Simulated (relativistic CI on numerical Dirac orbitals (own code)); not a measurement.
**d6 in a ligand field**

Computed with a parametric ligand-field model of a d^n configuration (Racah B and C, spin-orbit zeta, crystal field), exact diagonalisation.

Field parameters in Wybourne normalisation: Oh B⁴₀ = 21Dq, B⁴₄ = √(5/14) B⁴₀; Td as Oh with Dq negative (B⁴₀ = 21Dq, B⁴₄ = √(5/14) B⁴₀). The field is a parameter set, without covalency.

Ground term and bands for B = 500, C = 1850, ζ = 0 cm⁻¹, Oh, 10Dq = 26500 cm⁻¹?

Ground term 1A1 with 0.02 electrons in the two orbitals of the cubic e set. Spin-allowed: 1T1 25126 cm⁻¹ (398 nm), 1T2 32297 cm⁻¹ (310 nm), 1T2 51140 cm⁻¹ (196 nm), 1E 51286 cm⁻¹ (195 nm). Lowest spin-forbidden: 3T1 21193 cm⁻¹ (472 nm), 3T2 24770 cm⁻¹ (404 nm), 5T2 36407 cm⁻¹ (275 nm).

Ground term and bands for B = 990, C = 4970, ζ = 0 cm⁻¹, Oh, 10Dq = 23200 cm⁻¹?

Ground term 1A1 with 0.07 electrons in the two orbitals of the cubic e set. Spin-allowed: 1T1 20303 cm⁻¹ (493 nm), 1T2 31996 cm⁻¹ (313 nm), 1T2 42778 cm⁻¹ (234 nm), 1E 43208 cm⁻¹ (231 nm). Lowest spin-forbidden: 5T2 4946 cm⁻¹ (2022 nm), 3T1 9626 cm⁻¹ (1039 nm), 3T2 15367 cm⁻¹ (651 nm).

A d6 ion in Oh symmetry has the ground term 1A1 and bands at 3T1 5401 cm⁻¹ (1852 nm), 5T2 6490 cm⁻¹ (1541 nm), 3T2 7364 cm⁻¹ (1358 nm), 1T1 8523 cm⁻¹ (1173 nm), 1T2 12515 cm⁻¹ (799 nm), 1T2 17644 cm⁻¹ (567 nm), 1E 17832 cm⁻¹ (561 nm). Which parameters reproduce them?

B = 310, C = 1460, ζ = 0 cm⁻¹, Oh, 10Dq = 9450 cm⁻¹.

Ground term and bands for B = 960, C = 3540, ζ = 0 cm⁻¹, Oh, 10Dq = 14300 cm⁻¹?

Ground term 5T2 with 2.00 electrons in the two orbitals of the cubic e set. Spin-allowed: 5E 14300 cm⁻¹ (699 nm). Lowest spin-forbidden: 1A1 1788 cm⁻¹, 3T1 6328 cm⁻¹ (1580 nm), 3T2 11156 cm⁻¹ (896 nm).

Ground term and bands for B = 730, C = 2620, ζ = 0 cm⁻¹, Td, 10Dq = -8150 cm⁻¹?

Ground term 5E with 3.00 electrons in the two orbitals of the cubic e set. Spin-allowed: 5T2 8150 cm⁻¹ (1227 nm). Lowest spin-forbidden: 3T1 7631 cm⁻¹ (1310 nm), 3E 14012 cm⁻¹ (714 nm), 3T1 14715 cm⁻¹ (680 nm).
